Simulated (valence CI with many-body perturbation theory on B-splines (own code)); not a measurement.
**Questions on Ta LXVII**

Calculated by configuration interaction combined with many-body perturbation theory (CI+MBPT): five valence electrons over a frozen Dirac-Fock core [He], a basis of 9 s, 9 p, 8 d, 6 f, 3 g, 1 h functions for each j, with the one-electron correlation potential Σ1 (screened to all orders), the two-electron term Σ2, the three-electron term Σ3, Breit, model QED; selected single and double excitations, second order for the rest, scaled by the run's own slope (own B-spline code, finite nucleus).

No measured spectrum was set against this ion. As an estimate, large intervals hold to a few tenths of a per cent, small ones and those within an open d or f shell to about a per cent. Among the levels kept, up to 4100 cm⁻¹ of a level comes from second order outside the variational space, and about a tenth of that is noise between levels of different J, which matters for small intervals.

Levels are named by their leading jj configuration (3d3/2^4 stands for four electrons in 3d with j = 3/2), which in mixed levels can hold well under half, so a name can repeat and another be missing.

Rates and lifetimes use the calculated energies. Strong lines usually hold to 10 to 20 %, long lifetimes can be off by a factor of two.

(1) What is the ground level?

(2) Name the longest-lived excited levels whose lifetime is computed, and their main decay.

(3) Among levels below 10689 eV, which E1 lines absorb most strongly from the ground level?

(4) What are the static dipole polarisabilities of the lowest levels?

(5) How well does LS coupling describe the low levels?

## Answers

(1) (2s^2 2p1/2^2 2p3/2) J=3/2, composition 49 % 2s2.2p3 2P° + 27 % 2s2.2p3 2D° + 24 % 2s2.2p3 4S°, g = 1.314.

(2) (2s^2 2p1/2 2p3/2^2) J=5/2 at 1325 eV lives 282 ps, mostly by M1 to (2s^2 2p1/2^2 2p3/2) J=3/2; (2s^2 2p1/2 2p3/2^2) J=1/2 at 1377 eV lives 86.5 ps, mostly by M1 to (2s^2 2p1/2^2 2p3/2) J=3/2; (2s^2 2p1/2 2p3/2^2) J=3/2 at 1302 eV lives 48.4 ps, mostly by M1 to (2s^2 2p1/2^2 2p3/2) J=3/2.

(3) to (2s^2 2p1/2^2 3d5/2) J=5/2 at 0.1337 nm, f = 0.548; to (2s^2 2p1/2 2p3/2 3d3/2) J=5/2 at 0.1179 nm, f = 0.509; to (2s^2 2p1/2 2p3/2 3d3/2) J=3/2 at 0.1179 nm, f = 0.301.

(4) (2s^2 2p1/2^2 2p3/2) J=3/2 7.31e-05 (tensor 1.4e-05) bohr³, of which the core gives 2.33e-07.

(5) Among the lowest 20 levels the leading LS term, summed over configurations, holds 63 % on average. For single configurations the figures are 63 % in LS and 100 % in jj coupling. Terms mix most in the J = 3/2 level at 9072 eV, where the leading one holds 35 %.
